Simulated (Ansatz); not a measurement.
Cd₂Te₂⁺, that is (CdTe)2 ring with one electron fewer. The state is a doublet with charge 1. Geometry r2SCAN-D4/def2-SVP, that of the neutral singlet; atoms count from 1.

| atom | x (Å) | y (Å) | z (Å) |
| --- | --- | --- | --- |
| Cd1 | -0.015 | -0.912 | 1.094 |
| Te2 | 0.511 | -1.757 | -1.459 |
| Cd3 | 0.015 | 0.912 | -1.094 |
| Te4 | -0.511 | 1.757 | 1.459 |

In the def2 sets Cd, Te take a core potential; there is no spin–orbit coupling.

**Question.** Estimate the Mulliken populations from the PBE0/def2-TZVP orbitals of Ansatz.

**Answer.** 
```json
{"atom": "Cd1", "charge (e)": "0.57", "spin (α − β)": "-0.09", "d electrons": "9.99"}
{"atom": "Te2", "charge (e)": "-0.07", "spin (α − β)": "0.59", "d electrons": "–"}
{"atom": "Cd3", "charge (e)": "0.57", "spin (α − β)": "-0.09", "d electrons": "9.99"}
{"atom": "Te4", "charge (e)": "-0.07", "spin (α − β)": "0.59", "d electrons": "–"}
```
Mulliken values and Mayer orders depend strongly on the basis.

**Question.** Where does the spin sit?

**Answer.** Summed by element: Cd -0.17, Te 1.17, of 1 unpaired in all. Largest on single atoms: Te4 0.59, Te2 0.59, Cd1 -0.09.

**Question.** And the Mayer bond orders between bonded heavy atoms (over 0.3)?

**Answer.** Cd1–Te2 0.90 (2.74 Å); Cd1–Te4 0.90 (2.74 Å); Te2–Cd3 0.90 (2.74 Å); Cd3–Te4 0.90 (2.74 Å). Values over 0.3 also appear between atoms too far apart for a bond (Te2–Te4 0.55 at 4.68 Å); they arise where an orbital or an unpaired electron spreads over both atoms.
